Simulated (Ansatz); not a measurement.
Abridged output of a molecular run in Ansatz:

```
Functional definition: HF
1347 factors; integrals over basis functions are off by at most 8.9e-4 eV
mean field evaluation 1: about -16306.3796 eV, gradient 5.2e1 eV
mean field evaluation 2: about -16306.5525 eV, gradient 5.3e1 eV
mean field evaluation 4: about -16311.2026 eV, gradient 2.9e0 eV
mean field evaluation 8: about -16311.2503 eV, gradient 2.3e-1 eV
mean field evaluation 16: about -16311.2504 eV, gradient 1.3e-6 eV
mean field -16311.25042106 eV, -599.4273968115 hartree, gradient 1.3e-6 eV, S^2 0.000000; 0 other end points of the search recorded, 0 dependent functions left out
9 core orbitals not correlated: weight in the atoms' cores, before any rotation towards them, 1.000 or more for the frozen orbitals, at most 0.000 for the correlated occupied ones
reference -16311.25042106 eV, -599.4273968115 hartree; 16, 16 occupied and 197, 197 virtual orbitals, 1347 factors
second order -28.28021475 eV of doubles, -0.00000000 eV of singles
cycle   1  -28.17325675 eV  change    1.1e-1 eV  update   9.4e-2
cycle   2  -28.68228299 eV  change   -5.1e-1 eV  update   2.6e-2
cycle   3  -28.80051460 eV  change   -1.2e-1 eV  update   1.3e-2
cycle   4  -28.78765492 eV  change    1.3e-2 eV  update   2.6e-3
cycle   5  -28.78629164 eV  change    1.4e-3 eV  update   9.7e-4
cycle   6  -28.78693492 eV  change   -6.4e-4 eV  update   2.9e-4
cycle   7  -28.78680879 eV  change    1.3e-4 eV  update   9.5e-5
cycle   8  -28.78674614 eV  change    6.3e-5 eV  update   2.9e-5
cycle   9  -28.78674661 eV  change   -4.7e-7 eV  update   1.1e-5
perturbative correction -0.92284924 eV, -0.0339140840 hartree
Total energy: -16340.96001691 eV, -600.5192043211 hartree
```

Its atoms:

Cartesian coordinates in Å:
```
N -0.0467 1.2535 0.7327
Si 0.4343 -0.0058 -0.2765
N -0.7071 -1.2436 -0.2528
F 0.7101 0.6810 -1.6852
F 1.8142 -0.7144 0.0782
H -0.3340 1.0872 1.6815
H 0.2700 2.1963 0.5835
H -1.6851 -1.0604 -0.3961
H -0.4558 -2.1938 -0.4652
```

Which basis set was used?
A. cc-pV(Q+d)Z
B. cc-pV(D+d)Z
C. def2-TZVPP
D. def2-TZVPPD

C. It gives 222 functions.

Write the keys of the input that set method, charge and spin (a neutral closed shell needs none for the last two).


```yaml
correlation: {method: ccsd_t}
```
